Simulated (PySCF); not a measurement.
**Two-component Hartree-Fock for Hf²⁺ (hafnium, charge +2)**

Start: [Xe] 4f14 5d2; 5d3/2 filled at m_j = +1/2, +3/2. Calculated with PySCF 2.14 in x2c-TZVPPall-2c: generalised Hartree-Fock with the X2C-1e Hamiltonian and a Gaussian nucleus; one run each with spin-orbit coupling (SO) switched off, then screened by Boettger's factors.

```json
{"spinor shell": "1s1/2", "electrons": "2", "ε, spin-free (eV)": "-65707.6", "ε, screened SO (eV)": "-65689.4", "weight of nominal j (screened SO)": "1.000", "rms radius, screened SO (bohr)": "0.0215"}
{"spinor shell": "2s1/2", "electrons": "2", "ε, spin-free (eV)": "-11387.8", "ε, screened SO (eV)": "-11382.3", "weight of nominal j (screened SO)": "1.000", "rms radius, screened SO (bohr)": "0.0869"}
{"spinor shell": "2p1/2", "electrons": "2", "ε, spin-free (eV)": "-10002.3", "ε, screened SO (eV)": "-10851.6", "weight of nominal j (screened SO)": "1.000", "rms radius, screened SO (bohr)": "0.0740"}
{"spinor shell": "3s1/2", "electrons": "2", "ε, spin-free (eV)": "-2666.6", "ε, screened SO (eV)": "-2664.9", "weight of nominal j (screened SO)": "1.000", "rms radius, screened SO (bohr)": "0.222"}
{"spinor shell": "3p1/2", "electrons": "2", "ε, spin-free (eV)": "-2245.3", "ε, screened SO (eV)": "-2429.8", "weight of nominal j (screened SO)": "1.000", "rms radius, screened SO (bohr)": "0.214"}
{"spinor shell": "3p3/2", "electrons": "4", "ε, spin-free (eV)": "-2245.3", "ε, screened SO (eV)": "-2168.5", "weight of nominal j (screened SO)": "1.000", "rms radius, screened SO (bohr)": "0.228"}
{"spinor shell": "3d3/2", "electrons": "4", "ε, spin-free (eV)": "-1742.0", "ε, screened SO (eV)": "-1775.1", "weight of nominal j (screened SO)": "1.000", "rms radius, screened SO (bohr)": "0.202"}
{"spinor shell": "3d5/2", "electrons": "6", "ε, spin-free (eV)": "-1742.0", "ε, screened SO (eV)": "-1718.5", "weight of nominal j (screened SO)": "1.000", "rms radius, screened SO (bohr)": "0.206"}
{"spinor shell": "4s1/2", "electrons": "2", "ε, spin-free (eV)": "-580.02", "ε, screened SO (eV)": "-579.55", "weight of nominal j (screened SO)": "1.000", "rms radius, screened SO (bohr)": "0.498"}
{"spinor shell": "4p1/2", "electrons": "2", "ε, spin-free (eV)": "-439.25", "ε, screened SO (eV)": "-481.95", "weight of nominal j (screened SO)": "1.000", "rms radius, screened SO (bohr)": "0.508"}
{"spinor shell": "4p3/2", "electrons": "4", "ε, spin-free (eV)": "-439.25", "ε, screened SO (eV)": "-421.46", "weight of nominal j (screened SO)": "1.000", "rms radius, screened SO (bohr)": "0.541"}
{"spinor shell": "4d3/2", "electrons": "4", "ε, spin-free (eV)": "-253.73", "ε, screened SO (eV)": "-260.51", "weight of nominal j (screened SO)": "1.000", "rms radius, screened SO (bohr)": "0.570"}
{"spinor shell": "4d5/2", "electrons": "6", "ε, spin-free (eV)": "-253.73", "ε, screened SO (eV)": "-248.91", "weight of nominal j (screened SO)": "1.000", "rms radius, screened SO (bohr)": "0.582"}
{"spinor shell": "5s1/2", "electrons": "2", "ε, spin-free (eV)": "-95.036", "ε, screened SO (eV)": "-95.041", "weight of nominal j (screened SO)": "1.000", "rms radius, screened SO (bohr)": "1.23"}
{"spinor shell": "5p1/2", "electrons": "2", "ε, spin-free (eV)": "-58.553", "ε, screened SO (eV)": "-65.487", "weight of nominal j (screened SO)": "0.989", "rms radius, screened SO (bohr)": "1.37"}
{"spinor shell": "5p3/2", "electrons": "4", "ε, spin-free (eV)": "-58.553", "ε, screened SO (eV)": "-55.648", "weight of nominal j (screened SO)": "0.994", "rms radius, screened SO (bohr)": "1.47"}
{"spinor shell": "4f5/2", "electrons": "6", "ε, spin-free (eV)": "-46.411", "ε, screened SO (eV)": "-47.356", "weight of nominal j (screened SO)": "0.999", "rms radius, screened SO (bohr)": "0.746"}
{"spinor shell": "4f7/2", "electrons": "8", "ε, spin-free (eV)": "-46.411", "ε, screened SO (eV)": "-45.459", "weight of nominal j (screened SO)": "0.999", "rms radius, screened SO (bohr)": "0.747"}
{"spinor shell": "5d3/2", "electrons": "2", "ε, spin-free (eV)": "-21.931", "ε, screened SO (eV)": "-22.134", "weight of nominal j (screened SO)": "0.917", "rms radius, screened SO (bohr)": "2.31"}
```

Task: Where does 2p3/2 lie, and what is the 2p spin-orbit splitting (screened SO)?

Result: At -9654.1 eV, 1197.4 eV above 2p1/2.

```tsv
quantity	spin-free	screened SO
E (hartree)	-15066.22496	-15082.07469
M_J	2	2
⟨J²⟩	8.010	6.289
⟨L²⟩	12.007	10.808
⟨S²⟩	2.003	1.775
```

Each row is a mean over spinors that exchange with the open shell spreads, by up to 2.993 eV (5p1/2).

⟨J²⟩ departs a little from M_J(M_J + 1) because the unrestricted spinors polarise the closed shells.

Breit and QED terms are absent; they matter most for the inner s and p1/2 levels.

Densities and radii are taken from the X2C orbitals without a picture-change correction, which distorts them close to the nucleus.

Without spin-orbit coupling the j labels of p, d and f shells carry no meaning; the spin-free column gives the mean over the occupied spinors of each nl shell, and its ⟨J²⟩ belongs to a mixture of degenerate components.
